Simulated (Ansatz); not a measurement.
Ansatz (an electronic-structure program) input (r2SCAN/def2-TZVPD):

Ansatz 0.2 input:
```yaml
crystal:
  periodic: [false, false, false]
  atoms:
    - {symbol: Si, position_ang: [0.01791913, 0.05816997, -0.17974360]}
    - {symbol: C, position_ang: [1.84861681, 0.24977677, -0.26944181]}
    - {symbol: C, position_ang: [-0.69961421, -1.34289581, -1.13954807]}
    - {symbol: C, position_ang: [-0.99112965, 1.59893598, -0.11591891]}
    - {symbol: O, position_ang: [-0.15035117, -0.50101857, 1.62187271]}
    - {symbol: H, position_ang: [2.11471398, 0.59233956, -1.27373063]}
    - {symbol: H, position_ang: [2.37590250, -0.69319574, -0.10927226]}
    - {symbol: H, position_ang: [2.21989617, 0.99162864, 0.43907298]}
    - {symbol: H, position_ang: [-0.64384661, -1.10416864, -2.20593680]}
    - {symbol: H, position_ang: [-1.75132893, -1.51212435, -0.90160093]}
    - {symbol: H, position_ang: [-0.14926907, -2.27326055, -0.98821180]}
    - {symbol: H, position_ang: [-2.03734045, 1.40352925, 0.12931732]}
    - {symbol: H, position_ang: [-0.98164141, 2.06341328, -1.10633488]}
    - {symbol: H, position_ang: [-0.58814504, 2.32572473, 0.59088184]}
    - {symbol: H, position_ang: [0.44122621, -1.15879397, 2.01951306]}
    - {symbol: H, position_ang: [-0.99546353, -0.47622487, 2.09718365]}
basis:
  gaussian:
    orbitals: def2-TZVPD
hamiltonian:
  xc: {name: r2SCAN}
total_charge: 1
output: {forces: true}
```

Output:

```
Functional definition: r2SCAN
integrals: 0.27 GiB planned
1542 factors; their error is unknown
mean field: 2.00 GiB planned
mean field evaluation 1: about -13180.2099 eV, gradient 1.2e2 eV
mean field evaluation 2: about -13162.5331 eV, gradient 1.4e2 eV
mean field evaluation 4: about -13208.6416 eV, gradient 9.8e0 eV
mean field evaluation 8: about -13208.7866 eV, gradient 5.9e-1 eV
mean field evaluation 16: about -13208.7871 eV, gradient 2.0e-5 eV
mean field -13208.78707881 eV, -485.4139719089 hartree, gradient 2.1e-5 eV, S^2 0.000000; 0 other end points of the search recorded, 0 dependent functions left out
the calculation of the forces begins
reference -13208.78709597 eV, -485.4139725396 hartree; 25, 25 occupied and 268, 268 virtual orbitals, 1542 factors
Total energy: -13208.78709597 eV, -485.4139725396 hartree
Atom 0 at     0.017919     0.058170    -0.179744 Å, force    -0.011302    -0.030079     0.055275 eV/Å
Atom 1 at     1.848617     0.249777    -0.269442 Å, force    -0.144472    -0.019079     0.026581 eV/Å
Atom 2 at    -0.699614    -1.342896    -1.139548 Å, force     0.053215     0.102863     0.080366 eV/Å
Atom 3 at    -0.991130     1.598936    -0.115919 Å, force     0.078285    -0.124910     0.014538 eV/Å
Atom 4 at    -0.150351    -0.501019     1.621873 Å, force     0.042937     0.103408    -0.114542 eV/Å
Atom 5 at     2.114714     0.592340    -1.273731 Å, force     0.014779     0.008550    -0.031140 eV/Å
Atom 6 at     2.375903    -0.693196    -0.109272 Å, force     0.024106    -0.031731    -0.000280 eV/Å
Atom 7 at     2.219896     0.991629     0.439073 Å, force     0.018408     0.029301     0.020440 eV/Å
Atom 8 at    -0.643847    -1.104169    -2.205937 Å, force    -0.001559     0.000937    -0.037062 eV/Å
Atom 9 at    -1.751329    -1.512124    -0.901601 Å, force    -0.037603    -0.008037     0.001154 eV/Å
Atom 10 at    -0.149269    -2.273261    -0.988212 Å, force     0.017494    -0.034213    -0.001824 eV/Å
Atom 11 at    -2.037340     1.403529     0.129317 Å, force    -0.039698    -0.001418     0.003169 eV/Å
Atom 12 at    -0.981641     2.063413    -1.106335 Å, force    -0.005407     0.018140    -0.030049 eV/Å
Atom 13 at    -0.588145     2.325725     0.590882 Å, force     0.012903     0.031917     0.020737 eV/Å
Atom 14 at     0.441226    -1.158794     2.019513 Å, force    -0.027286    -0.015108    -0.002803 eV/Å
Atom 15 at    -0.995464    -0.476225     2.097184 Å, force     0.005200    -0.030542    -0.004559 eV/Å
Dipole moment:    -0.116819    -0.322977     0.677495 e Å
```

It need not be the lowest isomer of its formula.
